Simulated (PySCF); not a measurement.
# Computed records: AlGeH₄N₂, GeH₅N₂Si, GeH₃NO, BGeH₅NO and others

Calculation on a computer-drawn molecule: the log of a Hartree-Fock and frozen-core CCSD(T) single point meant for a local Hartree-Fock minimum, with one planted fault or none, to be diagnosed. Offsets are logged minus clean, where the clean run is the same molecule without the fault. The reference is restricted for singlets and unrestricted otherwise, and also for a bond in bohr or an excited solution. Adding or removing an electron swaps singlet and doublet. The excited solution moves the top pair (singlet) or top alpha electron (doublet) to the lowest empty orbital. Highest occupied and lowest empty are orbital energies over both spins, largest force is the largest gradient component, triples share is (T) over the correlation energy, the T1 limit is 0.02 restricted and 0.045 unrestricted, electrons count all cores, a negative frequency is imaginary (commonest isotopes), and the dipole is about the centre of nuclear charge; on germanium a core potential holds 10 electrons, which the energies leave out, and 3d is frozen in MP2 and coupled-cluster steps. Program: PySCF 2.14.0.

Common to all runs: meant charge 0; meant basis and core potential on germanium cc-pVDZ-PP ECP10MDF; logged SCF converged yes; possible faults no fault, one electron removed, one electron added, multiplicity raised by two, geometry at a saddle point, SCF held on an excited solution, minimal basis STO-3G, one bond length entered in bohr, all coordinates scaled.

(1) 
```xyz
8
formula=AlGeH4N2 meant_multiplicity=2 meant_basis=cc-pV(D+d)Z logged_electrons=63 logged_basis_functions=94 logged_spin_squared=0.7567 logged_highest_occupied=-6.2384 logged_lowest_empty=1.9175 logged_largest_force=0.1203 logged_T1_diagnostic=0.02161 logged_D1_diagnostic=0.080847 logged_triples_share=0.029507 logged_CC_converged=yes logged_dipole_magnitude=4.0937 logged_SCF_stable_within_its_kind=yes logged_energy_HF=-646.38384 logged_energy_CCSD(T)=-646.89602 planted_fault=all_coordinates_scaled,by_-8.8_% HF_energy_offset_from_clean_run=54.58 CCSD(T)_energy_offset_from_clean_run=68.18
N     -0.8577     1.1654     2.7463
Ge     0.0525     0.7772     1.3693
N      0.8162    -0.6447     1.6392
Al     1.5418    -1.9208     1.8065
H     -0.3757     1.0822     3.5233
H     -1.2121     2.0124     2.7288
H     -0.8763     0.6866     0.3004
H      2.2714    -3.1235     1.9748
```

Units: logged_highest_occupied, logged_lowest_empty in eV; logged_largest_force in hartree/bohr; logged_dipole_magnitude in debye; logged_energy_HF, logged_energy_CCSD(T) in hartree; HF_energy_offset_from_clean_run, CCSD(T)_energy_offset_from_clean_run in kcal/mol.

Drawn bonds:
```csv
atom,other atom,order
1,2,1
2,3,2
3,4,1
1,5,1
1,6,1
2,7,1
4,8,1
```

(2) 
```xyz
8
formula=AlGeH4N2 meant_multiplicity=2 meant_basis=cc-pV(D+d)Z logged_electrons=62 logged_basis_functions=94 logged_spin_squared=0 logged_highest_occupied=-14.765 logged_lowest_empty=-4.9649 logged_largest_force=0.087601 logged_T1_diagnostic=0.024637 logged_D1_diagnostic=0.085882 logged_triples_share=0.038129 logged_CC_converged=yes logged_dipole_magnitude=3.0092 logged_SCF_stable_within_its_kind=yes logged_energy_HF=-646.25221 logged_energy_CCSD(T)=-646.7844 planted_fault=one_electron_removed HF_energy_offset_from_clean_run=137.2 CCSD(T)_energy_offset_from_clean_run=138.2
N     -0.9405     1.2778     3.0112
Ge     0.0576     0.8522     1.5014
N      0.8950    -0.7069     1.7974
Al     1.6905    -2.1062     1.9809
H     -0.4120     1.1867     3.8632
H     -1.3290     2.2066     2.9921
H     -0.9609     0.7529     0.3294
H      2.4905    -3.4249     2.1654
```

Units: logged_highest_occupied, logged_lowest_empty in eV; logged_largest_force in hartree/bohr; logged_dipole_magnitude in debye; logged_energy_HF, logged_energy_CCSD(T) in hartree; HF_energy_offset_from_clean_run, CCSD(T)_energy_offset_from_clean_run in kcal/mol.

Drawn bonds:
```csv
atom,other atom,order
1,2,1
2,3,2
3,4,1
1,5,1
1,6,1
2,7,1
4,8,1
```

Notes: T1 above single-reference limit.

(3) 
```xyz
9
formula=GeH5N2Si meant_multiplicity=2 meant_basis=cc-pV(D+d)Z logged_electrons=65 logged_basis_functions=99 logged_spin_squared=1.0081 logged_highest_occupied=-4.2104 logged_lowest_empty=-1.2695 logged_largest_force=0.091323 logged_dipole_magnitude=3.7381 logged_SCF_stable_within_its_kind=no logged_energy_HF=-693.9605 planted_fault=SCF_held_on_an_excited_solution HF_energy_offset_from_clean_run=74.77
N     -1.6373     2.1442     2.5682
Ge    -0.4620     0.8852     1.8797
N      0.0470     1.3392     0.2055
Si    -0.2991     2.1866    -1.0689
H     -1.8484     2.0056     3.5431
H     -2.5129     2.2065     2.0757
H      0.7652     0.8802     2.8144
H     -1.4142     3.1426    -1.2262
H      0.4828     2.0739    -2.3105
```

Units: logged_highest_occupied, logged_lowest_empty in eV; logged_largest_force in hartree/bohr; logged_dipole_magnitude in debye; logged_energy_HF in hartree; HF_energy_offset_from_clean_run in kcal/mol.

Drawn bonds:
```csv
atom,other atom,order
1,2,1
2,3,2
3,4,1
1,5,1
1,6,1
2,7,1
4,8,1
4,9,1
```

Notes: coupled-cluster numbers left out as unreliable.

(4) 
```xyz
6
formula=GeH3NO meant_multiplicity=1 meant_basis=cc-pVDZ logged_electrons=50 logged_basis_functions=66 logged_spin_squared=0 logged_highest_occupied=-3.3632 logged_lowest_empty=-5.4713 logged_largest_force=0.22705 logged_CC_converged=no logged_dipole_magnitude=2.9886 logged_SCF_stable_within_its_kind=no logged_energy_HF=-423.83929 planted_fault=SCF_held_on_an_excited_solution HF_energy_offset_from_clean_run=355.8
N     -0.7602     1.1703     0.8563
Ge    -0.7032    -0.5700     1.1914
O      0.4312    -1.5707     0.6149
H     -0.0772     1.6244     0.2818
H     -1.4638     1.7839     1.2162
H     -1.8848    -0.9071     2.0889
```

Units: logged_highest_occupied, logged_lowest_empty in eV; logged_largest_force in hartree/bohr; logged_dipole_magnitude in debye; logged_energy_HF in hartree; HF_energy_offset_from_clean_run in kcal/mol.

Drawn bonds:
```csv
atom,other atom,order
1,2,1
2,3,2
1,4,1
1,5,1
2,6,1
```

Notes: CCSD not converged.

(5) 
```xyz
9
formula=BGeH5NO meant_multiplicity=2 meant_basis=cc-pVDZ logged_electrons=57 logged_basis_functions=90 logged_spin_squared=0.7666 logged_highest_occupied=-7.4693 logged_lowest_empty=1.6292 logged_largest_force=3.443e-05 logged_lowest_frequency=98.828 logged_T1_diagnostic=0.019212 logged_D1_diagnostic=0.078507 logged_triples_share=0.026423 logged_CC_converged=yes logged_dipole_magnitude=1.7911 logged_SCF_stable_within_its_kind=yes logged_energy_HF=-450.31219 logged_energy_CCSD(T)=-450.89116 planted_fault=no_fault HF_energy_offset_from_clean_run=0 CCSD(T)_energy_offset_from_clean_run=0
N      0.1418     1.5001     3.0721
Ge     1.0279     1.5900     1.4502
B      0.5483     3.3183     0.4053
O      0.7514     3.3422    -0.9279
H      0.3329     2.2581     3.7045
H      0.2583     0.6369     3.5740
H      0.7356     0.2536     0.7448
H      0.1854     4.3091     0.9888
H      0.5739     4.1804    -1.3292
```

Units: logged_highest_occupied, logged_lowest_empty in eV; logged_largest_force in hartree/bohr; logged_lowest_frequency in cm⁻¹; logged_dipole_magnitude in debye; logged_energy_HF, logged_energy_CCSD(T) in hartree; HF_energy_offset_from_clean_run, CCSD(T)_energy_offset_from_clean_run in kcal/mol.

Drawn bonds:
```csv
atom,other atom,order
1,2,1
2,3,1
3,4,1
1,5,1
1,6,1
2,7,1
3,8,1
4,9,1
```

(6) 
```xyz
8
formula=GeH4NOSi meant_multiplicity=2 meant_basis=cc-pV(D+d)Z logged_electrons=65 logged_basis_functions=94 logged_spin_squared=0.762 logged_highest_occupied=-9.5447 logged_lowest_empty=0.022441 logged_largest_force=2.352e-05 logged_lowest_frequency=125.21 logged_T1_diagnostic=0.024288 logged_D1_diagnostic=0.093648 logged_triples_share=0.033615 logged_CC_converged=yes logged_dipole_magnitude=5.5432 logged_SCF_stable_within_its_kind=yes logged_energy_HF=-713.9022 logged_energy_CCSD(T)=-714.49003 planted_fault=no_fault HF_energy_offset_from_clean_run=0 CCSD(T)_energy_offset_from_clean_run=0
N     -0.1103    -0.2331    -0.6401
Ge    -0.6059     0.5234     0.8981
O     -2.1677     0.6480     1.3228
Si     1.2768     1.4184     2.0503
H     -0.7837    -0.6844    -1.2302
H      0.8375    -0.4475    -0.8795
H      2.5322     0.7122     1.7106
H      1.0640     1.4939     3.5084
```

Units: logged_highest_occupied, logged_lowest_empty in eV; logged_largest_force in hartree/bohr; logged_lowest_frequency in cm⁻¹; logged_dipole_magnitude in debye; logged_energy_HF, logged_energy_CCSD(T) in hartree; HF_energy_offset_from_clean_run, CCSD(T)_energy_offset_from_clean_run in kcal/mol.

Drawn bonds:
```csv
atom,other atom,order
1,2,1
2,3,2
2,4,1
1,5,1
1,6,1
4,7,1
4,8,1
```

(7) 
```xyz
6
formula=Cl2GeH2N meant_multiplicity=2 meant_basis=cc-pV(D+d)Z logged_electrons=75 logged_basis_functions=93 logged_spin_squared=0.768 logged_highest_occupied=-9.7888 logged_lowest_empty=-0.0099992 logged_largest_force=0.0086381 logged_T1_diagnostic=0.014877 logged_D1_diagnostic=0.07084 logged_triples_share=0.026684 logged_CC_converged=yes logged_dipole_magnitude=4.0064 logged_SCF_stable_within_its_kind=yes logged_energy_HF=-1268.08363 logged_energy_CCSD(T)=-1268.65941 planted_fault=all_coordinates_scaled,by_+1.1_% HF_energy_offset_from_clean_run=0.4538 CCSD(T)_energy_offset_from_clean_run=-0.5746
N     -0.2775     1.5295     0.3918
Ge    -0.9074     2.9046    -0.6612
Cl    -2.1329     1.9687    -2.2252
Cl    -2.1797     4.1376     0.6369
H      0.2284     1.8213     1.2251
H      0.2532     0.8157    -0.1024
```

Units: logged_highest_occupied, logged_lowest_empty in eV; logged_largest_force in hartree/bohr; logged_dipole_magnitude in debye; logged_energy_HF, logged_energy_CCSD(T) in hartree; HF_energy_offset_from_clean_run, CCSD(T)_energy_offset_from_clean_run in kcal/mol.

Drawn bonds:
```csv
atom,other atom,order
1,2,1
2,3,1
2,4,1
1,5,1
1,6,1
```

(8) 
```xyz
9
formula=GeH5N2O meant_multiplicity=2 meant_basis=cc-pVDZ logged_electrons=58 logged_basis_functions=90 logged_spin_squared=0 logged_highest_occupied=-17.057 logged_lowest_empty=-6.5999 logged_largest_force=0.07839 logged_T1_diagnostic=0.024585 logged_D1_diagnostic=0.10703 logged_triples_share=0.032635 logged_CC_converged=yes logged_dipole_magnitude=3.556 logged_SCF_stable_within_its_kind=yes logged_energy_HF=-479.79752 logged_energy_CCSD(T)=-480.47629 planted_fault=one_electron_removed HF_energy_offset_from_clean_run=175.5 CCSD(T)_energy_offset_from_clean_run=164
N      0.1226    -1.6822     1.7478
Ge     0.3030    -0.0878     0.8451
N      2.0672     0.0559     0.3253
O     -0.6632    -0.2852    -0.6415
H      0.1196    -1.6096     2.7508
H     -0.7026    -2.1859     1.4654
H      2.4436     0.9877     0.3035
H      2.6841    -0.5286     0.8652
H     -0.1207    -0.3448    -1.4169
```

Units: logged_highest_occupied, logged_lowest_empty in eV; logged_largest_force in hartree/bohr; logged_dipole_magnitude in debye; logged_energy_HF, logged_energy_CCSD(T) in hartree; HF_energy_offset_from_clean_run, CCSD(T)_energy_offset_from_clean_run in kcal/mol.

Drawn bonds:
```csv
atom,other atom,order
1,2,1
2,3,1
2,4,1
1,5,1
1,6,1
3,7,1
3,8,1
4,9,1
```

Notes: T1 above single-reference limit.

(9) 
```xyz
9
formula=GeH5N2O meant_multiplicity=2 meant_basis=cc-pVDZ logged_electrons=59 logged_basis_functions=90 logged_spin_squared=0.7618 logged_highest_occupied=-8.5582 logged_lowest_empty=1.6113 logged_largest_force=4.89e-05 logged_lowest_frequency=121.63 logged_T1_diagnostic=0.016495 logged_D1_diagnostic=0.080109 logged_triples_share=0.025171 logged_CC_converged=yes logged_dipole_magnitude=2.2365 logged_SCF_stable_within_its_kind=yes logged_energy_HF=-480.07713 logged_energy_CCSD(T)=-480.7377 planted_fault=no_fault HF_energy_offset_from_clean_run=0 CCSD(T)_energy_offset_from_clean_run=0
N      0.1226    -1.6822     1.7478
Ge     0.3030    -0.0878     0.8451
N      2.0672     0.0559     0.3253
O     -0.6632    -0.2852    -0.6415
H      0.1196    -1.6096     2.7508
H     -0.7026    -2.1859     1.4654
H      2.4436     0.9877     0.3035
H      2.6841    -0.5286     0.8652
H     -0.1207    -0.3448    -1.4169
```

Units: logged_highest_occupied, logged_lowest_empty in eV; logged_largest_force in hartree/bohr; logged_lowest_frequency in cm⁻¹; logged_dipole_magnitude in debye; logged_energy_HF, logged_energy_CCSD(T) in hartree; HF_energy_offset_from_clean_run, CCSD(T)_energy_offset_from_clean_run in kcal/mol.

Drawn bonds:
```csv
atom,other atom,order
1,2,1
2,3,1
2,4,1
1,5,1
1,6,1
3,7,1
3,8,1
4,9,1
```

(10) 
```xyz
6
formula=BGeH2NO meant_multiplicity=1 meant_basis=cc-pVDZ logged_electrons=55 logged_basis_functions=75 logged_spin_squared=0.7632 logged_highest_occupied=-0.63341 logged_lowest_empty=7.5228 logged_largest_force=0.039246 logged_T1_diagnostic=0.01939 logged_D1_diagnostic=0.061841 logged_triples_share=0.031149 logged_CC_converged=yes logged_dipole_magnitude=3.3391 logged_SCF_stable_within_its_kind=yes logged_energy_HF=-448.60303 logged_energy_CCSD(T)=-449.15201
N     -0.9344    -1.7540     0.7109
Ge     0.4020    -0.7733     1.4255
B      1.7854    -2.4283     1.4887
O      2.5721    -3.3194     1.5372
H     -1.8226    -1.3337     0.5077
H     -0.9216    -2.7269     0.4691
```

Units: logged_highest_occupied, logged_lowest_empty in eV; logged_largest_force in hartree/bohr; logged_dipole_magnitude in debye; logged_energy_HF, logged_energy_CCSD(T) in hartree.

Drawn bonds:
```csv
atom,other atom,order
1,2,1
2,3,1
3,4,2
1,5,1
1,6,1
```

**Q.** BGeH₂NO (entry 10): planted fault?
**A.** one electron added

Further results for BGeH₂NO (entry 10):

```
HF energy offset from clean run      : -0.3088 kcal/mol
CCSD(T) energy offset from clean run : 0.6879 kcal/mol
```
